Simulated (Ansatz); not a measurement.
C$_{3}$H$_{9}$B$_{3}$O$_{3}$, charge -1, doublet, geometry from GFN2-xTB (a state made from the parent by changing its charge; the spin is typed, not shown lowest) (a gas-phase anion, which may not be bound at this level). Base run: B3LYP/6-31G* (Ansatz, a program for electronic structure).

Ansatz was given this input:
Ansatz 0.2 input:
```yaml
crystal:
  periodic: [false, false, false]
  atoms:
    - {symbol: C, position_ang: [-1.88263187, -2.25884204, -0.38435433]}
    - {symbol: B, position_ang: [-0.90379848, -0.99872182, -0.09120778]}
    - {symbol: O, position_ang: [0.47599836, -1.28150983, -0.06345170]}
    - {symbol: B, position_ang: [1.33020729, -0.18054923, 0.14340972]}
    - {symbol: C, position_ang: [2.92066292, -0.49970419, 0.12009244]}
    - {symbol: O, position_ang: [0.88834620, 1.03540238, 0.38276883]}
    - {symbol: B, position_ang: [-0.55303012, 1.36862306, 0.49315428]}
    - {symbol: C, position_ang: [-0.95757719, 2.71596764, -0.35332957]}
    - {symbol: O, position_ang: [-1.39561160, 0.19893558, 0.14290532]}
    - {symbol: H, position_ang: [-1.64898138, -2.72119801, -1.34237772]}
    - {symbol: H, position_ang: [-2.92745075, -1.95594686, -0.40064314]}
    - {symbol: H, position_ang: [-1.76618271, -3.02849623, 0.37815295]}
    - {symbol: H, position_ang: [3.21769911, -0.93884606, -0.83127412]}
    - {symbol: H, position_ang: [3.18616817, -1.21476873, 0.89825374]}
    - {symbol: H, position_ang: [3.50985185, 0.40162291, 0.27540875]}
    - {symbol: H, position_ang: [-2.00870109, 2.97697420, -0.21890442]}
    - {symbol: H, position_ang: [-0.36453224, 3.57912747, -0.04623218]}
    - {symbol: H, position_ang: [-0.79735130, 2.58761777, -1.43139583]}
basis:
  gaussian:
    orbitals: 6-31G*
hamiltonian:
  xc: b3lyp
total_charge: -1
magnetization: {spin_polarized: true, initial_magnetization: 1}
```

Each row names what was changed in the base input (with any setting that the change needs).

| change | ΔE vs base (kcal/mol) |
|---|---|
| base | 0.000 |
| lower_state_search = off | 0.000 |
| lower_state_search = light | 0.000 |
| final_grid = 14, 28, 59 | 0.000 |
| final_grid = 10, 20, 41 | -0.001 |
| forces = on | 0.000 |
| fitting.mean_field = cc-pVTZ-JKFIT | -0.047 |
| final_grid = 4, 8, 17 | 0.107 |
| point_charge = charge:-1.0 position_ang:-1.2423, 4.1798, -5.0856 | 48.87 |
| final_grid = 6, 12, 29 | 0.009 |
| fitting.mean_field = def2-universal-JKFIT | -0.047 |

A gas-phase anion may not be bound at this level; its values then depend on the basis.
